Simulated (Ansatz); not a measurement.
Conformers of C3H8O3Si, SMILES `CO[SiH2]OC(C)=O`, each relaxed with PBE0-D4/def2-TZVP in Ansatz. CBS adds the triple-zeta coupled-cluster correction to the MP2 limit.

Not all of them had a frequency check.

Conformer A:

Cartesian coordinates in Å:
```
C -0.485 0.250 -2.755
O 0.481 -0.562 -2.125
Si 0.311 -1.183 -0.630
O 0.303 0.151 0.416
C 0.211 -0.133 1.720
C 0.189 1.081 2.589
O 0.155 -1.273 2.111
H -0.253 0.295 -3.820
H -0.468 1.265 -2.347
H -1.496 -0.159 -2.636
H 1.493 -2.028 -0.392
H -0.993 -1.873 -0.501
H 1.092 1.671 2.417
H -0.663 1.709 2.319
H 0.123 0.790 3.634
```

Conformer B:

```xyz
15

C     2.837   -0.750    1.278
O     1.702   -0.030    0.856
Si    0.452   -0.725    0.069
O    -0.563    0.599   -0.156
C    -1.712    0.345   -0.794
C    -2.569    1.557   -0.964
O    -1.986   -0.765   -1.176
H     3.368   -1.199    0.431
H     3.512   -0.056    1.780
H     2.571   -1.545    1.985
H     0.892   -1.276   -1.233
H    -0.200   -1.747    0.919
H    -2.797    1.983    0.015
H    -2.020    2.316   -1.526
H    -3.486    1.293   -1.484
```

Problem. Which is lowest in electronic energy at CCSD(T)/CBS (frozen core, def2 sets), and by how much? (Estimate.)

Solution. The calculation gave: A; B lies 6.9 kJ/mol higher.

Problem. Give the energies relative to A (kJ/mol) with PBE-D4/def2-TZVPP, PBE0-D4/def2-TZVPP, r2SCAN/def2-TZVPP, PBE0/def2-TZVPP, CCSD/def2-TZVPP, CCSD(T)/def2-TZVPP, MP2/CBS(def2). (An estimate is asked.)

Solution. The calculation gave: 
| level | B |
| --- | --- |
| PBE-D4/def2-TZVPP | 7.0 |
| PBE0-D4/def2-TZVPP | 6.6 |
| r2SCAN/def2-TZVPP | 5.9 |
| PBE0/def2-TZVPP | 6.1 |
| CCSD/def2-TZVPP | 6.9 |
| CCSD(T)/def2-TZVPP | 7.2 |
| MP2/CBS(def2) | 7.0 |
